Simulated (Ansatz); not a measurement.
A structure relaxed at PBE0-D4/def2-TZVP in Ansatz, charge 1, doublet:

```xyz
3

W    -0.408   -0.024   -1.272
W     1.230    0.360    0.273
W    -0.822   -0.336    0.999
```

(1) Give its formula.

(2) Summarise the bond lengths by kind (pairs closer than 1.2 times the sum of covalent radii, bridged metal pairs left out).

Answers

(1) the cluster W₃⁺.

(2) 3 × W–W 2.28 to 2.33 Å.

In the def2 sets W takes a core potential; there is no spin–orbit coupling. The charge 1 doublet is spin-contaminated (final ⟨S²⟩ up to 1.55, 0.75 for a pure state). The relaxation made no stability test and no search for a lower SCF solution. The structure comes from a short search, and lower isomers may exist.
